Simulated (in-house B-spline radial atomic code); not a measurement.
Atomic self-consistent-field run: I IV (I3+). Computed with a B-spline radial code for spherical atoms: non-relativistic PBE, spin-polarised, spherical fractional occupations, point nucleus, inside a hard spherical wall at 1.27 bohr.

Command:
```bash
python run_scf.py task.json out
```
Settings:
```
Z                53
configuration    [Kr] 4d10 5s2 5p2
hamiltonian      nr
method           pbe,pbe
spin_polarised   True
wall_radius      1.27
```

Output (hartree, bohr):
```
 radial grid: 39 intervals, B-splines of order 8, outer radius 1.27 bohr

 iter        energy (Eh)    residual
    1       -6836.091460    6.27e-01
    2       -6836.719527    4.83e-02
    3       -6836.744910    1.80e-02
    4       -6836.747762    6.99e-03
    5       -6836.748169    1.44e-03
    6       -6836.748199    4.21e-04
    7       -6836.748200    2.82e-06
    8       -6836.748200    5.57e-08

 total energy                     -6836.74820
 kinetic                            7191.5199
 electron-nucleus                 -16834.5138
 Hartree                            2992.6245
 exchange-correlation               -186.3788

 orbital      occ     eigenvalue          <r>       <r^2>       <1/r>       <r^4>     <1/r^3>       r_max
 1s up      1.000     -1155.6474     0.028685  0.00110046     52.4652 3.06178e-06           -       0.019
 1s down    1.000     -1155.6024    0.0286844  0.00110041     52.4664 3.06157e-06           -       0.019
 2s up      1.000      -168.5348     0.123661   0.0179578     12.0211 0.000547217           -       0.105
 2s down    1.000      -168.5099     0.123656   0.0179558     12.0211  0.00054707           -       0.105
 2p up      3.000      -157.8572     0.105336   0.0134893     12.0352 0.000356553     4876.35     0.08211
 2p down    3.000      -157.8162      0.10534   0.0134901     12.0343 0.000356565      4875.3     0.08212
 3s up      1.000       -29.8809     0.332461    0.126307     4.32693   0.0243549           -      0.3009
 3s down    1.000       -29.8416     0.332339    0.126202     4.32762   0.0243093           -       0.301
 3p up      3.000       -25.3897     0.323709     0.12158     4.24709     0.02368     884.892      0.2878
 3p down    3.000       -25.3447     0.323613    0.121495     4.24761   0.0236419     884.846      0.2879
 3d up      5.000       -16.9730     0.296274    0.104297     4.10425   0.0201796     142.245      0.2358
 3d down    5.000       -16.9292     0.296158    0.104202      4.1053   0.0201386     142.318      0.2358
 4s up      1.000        -2.2355     0.710734    0.554941     1.91762    0.393071           -      0.7174
 4s down    1.000        -2.1833     0.710712    0.554695     1.91543    0.392401           -       0.718
 4p up      3.000        -0.5278     0.716165     0.56502      1.8739    0.408039     217.373      0.7306
 4p down    3.000        -0.4733     0.716092    0.564701     1.87222    0.407271     216.531       0.731
 4d up      5.000         2.5383     0.720501     0.57499     1.78796    0.425594     33.9565        0.75
 4d down    5.000         2.5950       0.7203    0.574493     1.78724    0.424601     33.8852      0.7499
 5s up      1.000        13.6068     0.763088     0.67514     2.07576    0.637252           -       1.005
 5s down    1.000        13.7380     0.763047    0.675049     2.07552    0.637081           -       1.004
 5p up      2.000        14.8406     0.750573    0.660043     2.08253    0.621176     339.699       1.007
```

Run time, properties included: 0.05 s on 1 thread of Arm Neoverse V2, with other jobs on the host.
